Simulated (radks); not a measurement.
Task: Ho II, 66 electrons, occupied as [Xe] 4f11 6s1. Calculated with a radial shooting solver on a logarithmic mesh with Libxc functionals: Dirac Kohn-Sham, BLYP, spin-unpolarised, spherical densities, finite nucleus; open shells fill j = l - 1/2 first; Fermi nuclear charge, rms radius 5.2022 fm. Some entries of the table are withheld. Estimate them.

| orbital | occ. | eigenvalue (hartree) | <r^2> (bohr^2) |
|---|---|---|---|
| 1s1/2 | 2 | -2037.238 | 0.0005882 |
| 2s1/2 | 2 | -340.7745 | 0.009110 |
| 2p1/2 | 2 | -324.4070 | 0.006580 |
| 2p3/2 | 4 | -292.9048 | 0.007803 |
| 3s1/2 | 2 | -76.27344 | 0.06030 |
| 3p1/2 | 2 | (1) | 0.05588 |
| 3p3/2 | 4 | (2) | 0.06278 |
| 3d3/2 | 4 | -50.20717 | 0.04960 |
| 3d5/2 | 6 | -48.76952 | 0.05152 |
| 4s1/2 | 2 | -15.24143 | 0.3041 |
| 4p1/2 | 2 | -12.39314 | 0.3183 |
| 4p3/2 | 4 | -10.91653 | 0.3566 |
| 4d3/2 | 4 | -6.22422 | (3) |
| 4d5/2 | 6 | -5.95640 | (4) |
| 5s1/2 | 2 | -2.08135 | 1.841 |
| 5p1/2 | 2 | (5) | (6) |
| 5p3/2 | 4 | (7) | (8) |
| 4f5/2 | 6 | -0.36489 | 0.9793 |
| 6s1/2 | 1 | -0.33077 | 15.06 |
| 4f7/2 | 5 | -0.32903 | 1.042 |

Result: 
(1) 3p1/2 eigenvalue (hartree): -69.10174
(2) 3p3/2 eigenvalue (hartree): -62.52284
(3) 4d3/2 <r^2> (bohr^2): 0.4049
(4) 4d5/2 <r^2> (bohr^2): 0.4201
(5) 5p1/2 eigenvalue (hartree): -1.31513
(6) 5p1/2 <r^2> (bohr^2): 2.381
(7) 5p3/2 eigenvalue (hartree): -1.13062
(8) 5p3/2 <r^2> (bohr^2): 2.763
